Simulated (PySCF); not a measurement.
Electric properties by functional and basis

Species: C₃H₅B.
Bonds: B1–C2, C2–C3, C3–C4 (triple). Hydrogens: H5, H6 on B1; H7, H8 on C2; H9 on C4.

PySCF, dipoles from the SCF density, polarisabilities from static response with core orbitals frozen. Isolated species at its PBE0-D3(BJ)/def2-SVP geometry (one conformer only).

The anisotropy is √(½[(α1 − α2)² + (α2 − α3)² + (α3 − α1)²]).

```tsv
level	μ (D)	α (Å³)	anisotropy (Å³)
LDA/def2-SVPD	0.873	7.79	4.69
PBE/def2-SVPD	0.822	7.65	4.62
B3LYP/def2-SVPD	0.785	7.45	4.36
PBE0/def2-SVPD	0.800	7.36	4.31
BHandHLYP/def2-SVPD	0.761	7.19	4.12
CAM-B3LYP/def2-SVPD	0.782	7.32	4.18
wB97X-D/def2-SVPD	0.796	7.35	4.13
LC-wPBE/def2-SVPD	0.783	7.11	3.99
HF/def2-SVPD	0.731	6.98	3.87
PBE0/6-31G*	0.754	5.79	5.07
PBE0/def2-SVP	0.810	6.16	5.00
PBE0/6-31+G*	0.813	6.70	5.07
PBE0/aug-cc-pVDZ	0.821	7.53	4.43
PBE0/def2-TZVP	0.818	7.02	4.74
PBE0/def2-TZVPD	0.814	7.54	4.36
PBE0/aug-cc-pVTZ	0.820	7.59	4.37
```

The dipole runs from 0.73 D (HF/def2-SVPD) to 0.87 D (LDA/def2-SVPD). No reference polarisability is at hand; against PBE0 in the largest diffuse basis at hand (aug-cc-pVTZ) the other PBE0 rows deviate by 6-31G* -24%, def2-SVP -19%, 6-31+G* -12%, def2-SVPD -3%, aug-cc-pVDZ -1%, def2-TZVP -7%, def2-TZVPD -1%. In one basis (def2-SVPD) the functionals order the polarisability from HF (lowest) to LDA (highest), a spread of 12%. With PBE0 the polarisability is 6.32 Å³ without diffuse functions (mean of 6-31G*, def2-SVP and def2-TZVP) and 7.34 Å³ with them (mean of 6-31+G*, def2-SVPD, aug-cc-pVDZ, def2-TZVPD and aug-cc-pVTZ).
